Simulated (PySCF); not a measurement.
## Static response to an electric field

Species: C4H5F3SSi.
SMILES with atom numbers: `[CH3:1][C:2]#[C:3][Si@@H:4]([SH:5])[C:6]([F:7])([F:8])[F:9]` (hydrogens: H10, H11, H12 on C1; H13 on Si4; H14 on S5)

Structure used (GFN2-xTB), in Å, numbered top down from 1:
```
atom  x, y, z in Å
C1    -3.1491   -0.0756    0.2331
C2    -1.7673    0.0259   -0.1525
C3    -0.6050    0.0980   -0.4742
Si4    1.1629    0.2597   -0.9291
S5     1.9027    2.2606   -0.7137
C6     2.0846   -0.8187    0.4097
F7     1.5483   -2.0470    0.5306
F8     3.3883   -1.0059    0.1225
F9     2.0532   -0.2721    1.6457
H10   -3.4257    0.7829    0.8443
H11   -3.7803   -0.0992   -0.6545
H12   -3.3066   -0.9884    0.8064
H13    1.5603   -0.2609   -2.2251
H14    2.3332    2.1402    0.5348
```

Level: CAM-B3LYP/def2-SVPD (PySCF), static field, nuclei fixed, core orbitals frozen in the response. The polarisability tensor in these axes (au):

```
x   122.49   8.38  -7.54
y     8.38  90.34  -2.38
z    -7.54  -2.38  78.52
```

Problem. What are the eigenvalues, a third of the trace, and Δα (Δα² = ½Σ(αi − αj)² over the three pairs)?

Solution. Principal values 77.18, 88.32 and 125.86 au; mean 97.12 au = 14.39 Å³ = 16.01 × 10⁻⁴⁰ C²·m²/J; Δα = 44.18 au (45 % of the mean).

Problem. What is the dipole moment, and where does it point?

Solution. (-3.27, 0.52, -0.56) D, 3.36 D in size, pointing from the negative to the positive side. Measured along this direction, the outermost atoms are F8 at the negative end and H11 at the positive end.

Problem. Directions of the eigenvectors, and the extent of the frame along each?

Solution. Largest value along (0.96, 0.24, -0.16), where the nuclei span 6.52 Å; middle along (-0.25, 0.97, -0.05), 4.14 Å; least along (0.15, 0.08, 0.99), 3.89 Å. The response follows the extents in order.

Problem. Form Σ f/ω² (atomic units) for the 8 lowest TDDFT singlets, given as eV and f, and set it beside the mean polarisability, which is this sum over all singlets: 5.75, 0.0028; 5.94, 0.0075; 5.97, 0.0132; 6.14, 0.0044; 6.30, 0.0261; 6.99, 0.0186; 7.48, 0.2147; 7.51, 0.0472.

Solution. They add up to 4.81 au, 5.0 % of the 97.12 au; the largest single term is 2.84 au, from the state at 7.48 eV. Terms in order: 0.06, 0.16, 0.27, 0.09, 0.49, 0.28, 2.84, 0.62 au. Higher excitations give the rest. The strengths listed sum to 0.335.

Problem. In a dilute gas of rigid molecules at 250 K, how does the orientational term μ²/3kT compare with the electronic polarisability?

Solution. In Gaussian units μ²/3kT = 108.72 Å³ against 14.39 Å³, a ratio of 7.55; the Debye molar polarisation (4π/3)N_A(α + μ²/3kT) is 310.6 cm³/mol, leaving out the vibrational part.

Isolated species at its GFN2-xTB geometry (one conformer only).
